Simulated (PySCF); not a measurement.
Vertical excitations of a molecule ClFH₅NSi₂ from PySCF with TDDFT-ωB97X/def2-SVPD, as energy in eV (oscillator strength): 5.76 (0.036), 6.26 (0.015), 7.22 (0.009), 7.68 (0.054), 7.97 (0.009), 8.05 (0.323), 8.14 (0.020), 8.34 (0.038), 8.44 (0.025), 8.56 (0.012). Lowest triplet (TDA): 5.20 eV. Geometry optimised at PBE0-D3(BJ)/def2-SVP. Other conformers were not sampled.

Pick the molecule that these values belong to.
A) N[SiH2][Si@H](F)Cl
B) F[SiH2]N[SiH2]Cl
C) N[Si@@H](F)[SiH2]Cl
D) F[Si@H](Cl)N[SiH3]

A, N[SiH2][Si@H](F)Cl
